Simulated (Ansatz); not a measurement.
Total energies of the cluster CuI₂⁻ (the lowest singlet isomer of a short search) from Ansatz at PBE0-D4/def2-TZVPD, gas phase (1 Eh = 27.2114 eV = 2625.5 kJ/mol). The reference geometry is relaxed at r2SCAN-D4/def2-TZVPD.

Cartesian coordinates in Å:
```
Cu 0.000 0.000 0.000
I -0.598 1.798 1.520
I 0.599 -1.798 -1.520
```

| state | geometry | energy (Eh) |
| --- | --- | --- |
| charge -1 singlet | reference | -2235.96026 |
| charge 0 doublet | reference | -2235.80672 |
| charge -1 triplet | relaxed at r2SCAN-D4/def2-TZVPD | -2235.84451 |
| charge -1 quintet | relaxed at r2SCAN-D4/def2-TZVPD | -2235.67667 |

In the def2 sets I takes a core potential; there is no spin–orbit coupling.

Q: Work out the vertical ionisation energy to the doublet.

A: E(charge 0 doublet) − E(charge -1 singlet) = -2235.80672 − (-2235.96026) = 0.15354 Eh = 4.18 eV. For comparison, −ε of the highest occupied level is 2.51 eV at this level, 1.67 eV less.

Q: Which of the charge -1 states is lowest, and how far above it are the others?

A: The singlet. triplet: -2235.84451 − (-2235.96026) = 0.11575 Eh = 303.9 kJ/mol; quintet: -2235.67667 − (-2235.96026) = 0.28359 Eh = 744.6 kJ/mol. The quintet differs in its bonds from the reference.

At PBE0-D4/def2-TZVPD the highest occupied level of the charge -1 quintet lies above zero (up to 1.71 eV). It is a level of α spin, whose loss leaves a quartet; that state wasn't run at this geometry and level. The electron is either unbound and held by the finite basis, or the level is raised by self-interaction error. 

The structure comes from a short search, and lower isomers may exist.
